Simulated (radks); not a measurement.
Values are calculated unless marked as measured or tabulated.
Problem. These are the eigenvalues of the occupied orbitals of an atom or ion with whole-number occupations (eV). Level of theory: scalar-relativistic Kohn-Sham, B86b exchange with PBE correlation, spin-polarised, spherical densities, finite nucleus; Fermi nuclear charge, rms radius of each element as measured or else 0.836 A^(1/3) + 0.57 fm (a radial shooting solver on a logarithmic mesh with Libxc functionals).

orbital  eigenvalue
1s up     -35845.28
1s down   -35845.11
2s up     -5659.871
2s down   -5659.790
2p up     -5081.926
2p down   -5081.782
3s up     -1211.417
3s down   -1211.271
3p up     -1025.391
3p down   -1025.223
3d up     -752.2961
3d down   -752.1347
4s up     -263.7794
4s down   -263.4225
4p up     -204.2433
4p down   -203.8677
4d up     -117.5268
4d down   -116.9860
5s up      -67.2341
5s down    -64.2807
5p up      -52.1813

Which element is it, and in what charge state? The configuration may be excited. Open shells, if any, are filled with parallel spins first.

Solution. Z = 55, caesium, charge +4: Cs4+ in [Kr] 4d10 5s2 5p3. The list shows which subshells hold electrons but not how many an open one holds; the 1s level, -1317.3 hartree, gives Z - s = 51.3 by -(Z - s)^2/2, which with screening and relativity narrows Z to a few neighbours, and the depths of the outer levels then fix element, charge and occupations together.
